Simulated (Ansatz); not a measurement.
Input and output for the cluster BAs₂.

```yaml
crystal:
  periodic: [false, false, false]
  atoms:
    - {symbol: B, position_ang: [-0.183260, 0.728761, -0.088335]}
    - {symbol: As, position_ang: [-1.028253, -0.749798, -0.812206]}
    - {symbol: As, position_ang: [1.211513, 0.021037, 0.900541]}
basis:
  gaussian: {orbitals: def2-TZVPD, fitting: {mean_field: def2-universal-jkfit}}
magnetization: {spin_polarized: true, initial_magnetization: 1}
hamiltonian: {xc: {name: SPW92}}
```

```sh
$ ansatz run in.yaml --threads 4 --pin off --events-out ev --progress --plain --max-ram 3916MiB
```

Shortened log:

```
Functional definition: SPW92
  name "SPW92"
  cite "Dirac, Proc. Camb. Phil. Soc. 26, 376 (1930) doi:10.1017/S0305004100016108"
  cite "Slater, Phys. Rev. 81, 385 (1951) doi:10.1103/PhysRev.81.385"
  cite "Perdew & Wang, Phys. Rev. B 45, 13244 (1992) doi:10.1103/PhysRevB.45.13244"
  exchange = slater_x
  correlation = pw_c
607 factors; integrals over basis functions are off by at most 2.4e-1 eV
mean field evaluation 1: about -122163.6429 eV, gradient 3.9e1 eV
mean field evaluation 2: about -122133.4242 eV, gradient 6.6e1 eV
mean field evaluation 4: about -122170.2006 eV, gradient 9.5e0 eV
mean field evaluation 8: about -122170.8895 eV, gradient 1.3e-1 eV
mean field evaluation 16: about -122170.8896 eV, gradient 1.9e-5 eV
mean field evaluation 32: about -122169.9459 eV, gradient 6.6e-1 eV
mean field -122170.88957768 eV, -4489.6973815765 hartree, gradient 1.9e-5 eV, S^2 0.755955; 6 other end points of the search recorded, 0 dependent functions left out
reference -122170.88960860 eV, -4489.6973827128 hartree; 36, 35 occupied and 109, 110 virtual orbitals, 607 factors
Total energy: -122170.88960860 eV, -4489.6973827128 hartree
```

Hardware: 4 threads of Arm Neoverse V1 on a shared host. Wall time 3.5 s.
